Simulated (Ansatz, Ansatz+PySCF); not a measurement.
```xyz
8

C     0.6993    0.7577    0.0570
C    -0.6484    0.7887   -0.0376
C    -0.6044   -0.8134    0.0188
C     0.6553   -0.7975   -0.0673
H     1.4547    1.5769    0.0335
H    -1.4599    1.6174   -0.0524
H    -1.4054   -1.5471    0.0397
H     1.4301   -1.5546    0.0815
```

Basis set: def2-SVP (spherical functions). Left uncorrelated: 4 orbitals. Charge 0, multiplicity 1.

Computed with Ansatz (development build ahead of 0.2.0); each method stands on the lowest determinant of its kind that the runs found. Restricted open shells among the atoms or ions are ROHF, correlated in semicanonical orbitals with singles.

Task: Give the atomization energy at this shape (free ground-state atoms in the same class of orbitals less the molecule, no zero-point energy) of singlet C4H4 by RHF-MP2, RHF.

Result:

```csv
method,atomization energy
RHF-MP2,34.23 eV
RHF,25.86 eV
```

Caution: the shape is not the minimum.
